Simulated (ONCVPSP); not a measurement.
cadmium, ONCV: configuration errors across variants

- Element: cadmium (Cd)
- Generator: ONCVPSP 4.0.1
- Type: optimised norm-conserving Vanderbilt (ONCV)
- Functional: PBE
- Relativity: scalar-relativistic
- Frozen core: [Ar] 3d10
- Valence charge: 20
- Reference configuration: 4s2 4p6 4d10 5s2
- Partial waves: 4s+5s: rc 1.45 bohr, ncon 4, nbas 9, qcut 7.4 1/bohr, 3 projectors, debl 3.6 Ha; 4p: rc 1.60 bohr, ncon 3, nbas 8, qcut 8.5 1/bohr, 2 projectors, debl 0.3 Ha; 4d: rc 1.35 bohr, ncon 4, nbas 8, qcut 10.9 1/bohr, 2 projectors, debl 3.8 Ha
- Local potential: polynomial inside 1.00 bohr (lpopt 5, dvloc0 3 Ha)
- Core correction: none

In the p channel the program set the typed energies aside and used -2.461, 0.250 Ha.

All-electron excitation energies from the reference (eV): (1) 4s2 4p6 4d10 5s1 9.273; (2) 4s2 4p6 4d10 5s0 26.399; (3) 4s2 4p6 4d9 5s0 64.408; (4) 4s2 4p6 4d10 5s1 5p1 4.666.

Errors AE − PS in meV (a dash: test not solved or not reliable):

| change | (1) | (2) | (3) | (4) | bound ghosts | GHOST(+) flags above zero |
| --- | --- | --- | --- | --- | --- | --- |
| base | -1.7 | -5.9 | -10 | -0.7 | none | s |
| p: qcut 5.4 | -1.8 | -6.2 | -13 | -0.9 | none | s |
| p: qcut 7.1 | -1.7 | -5.9 | -11 | -0.8 | none | s |
| p: qcut 10 | -1.7 | -5.9 | -10 | -0.7 | none | s |
| p: qcut 12.7 | -1.7 | -5.4 | -11 | -0.7 | none | s |

Q: Give the same row for: p: qcut 11.5.

A: -1.7, -5.7, -11, -0.7; bound ghosts: none; GHOST(+) flags above zero: s.
